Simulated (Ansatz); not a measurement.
Molecule: CH2O3, net charge 0, singlet state. 
Structure (B3LYP-D3(BJ)/def2-TZVP (Ansatz, an electronic-structure program) minimum search):
```xyz
6

O      1.1151    -0.6315     0.0422
C     -0.0043     0.1007    -0.0098
O     -0.0547     1.2964    -0.1267
O     -1.0581    -0.7186     0.0897
H      1.8553    -0.0133    -0.0319
H     -1.8479    -0.1617     0.0490
```

Property: atomisation energy (electronic, to ground-state atoms), in kcal/mol. Correlated levels leave the core frozen unless marked. UHF or UKS for open shells. Spin-orbit coupling is left out. Non-relativistic. The coupled-cluster limit lacks core correlation, which all-electron functionals hold. CBS marks a two-point X^-3 extrapolation of the correlation energy; Hartree-Fock from the larger set. The bracket is a focal-point correction in the basis named.

| level | program | atomisation energy (kcal/mol) |
|---|---|---|
| PBE-D4/def2-TZVPD | Ansatz + dftd4 | 647.2 |
| PBE0/def2-SVP | Ansatz | 625.7 |
| r2SCANh/def2-TZVPD | Ansatz | 612.2 |
| CAM-B3LYP-D4/def2-TZVPD | Ansatz + dftd4 | 619.7 |
| wB97M-V/def2-TZVPD | Ansatz | 620.1 |
| wB97X/def2-TZVPD | Ansatz | 616.0 |
| B2PLYP-D4/def2-TZVPD | Ansatz + dftd4 | 611.7 |
| SCS-MP2/6-31G* | Ansatz | 569.3 |
| RI-MP2/CBS(cc-pVTZ,cc-pVQZ)+[CCSD(T)-MP2]/cc-pVDZ | Ansatz | 622.5 |
| RI-MP2/CBS(aug-cc-pVTZ,aug-cc-pVQZ)+[CCSD(T)-MP2]/aug-cc-pVTZ | Ansatz | 619.5 |
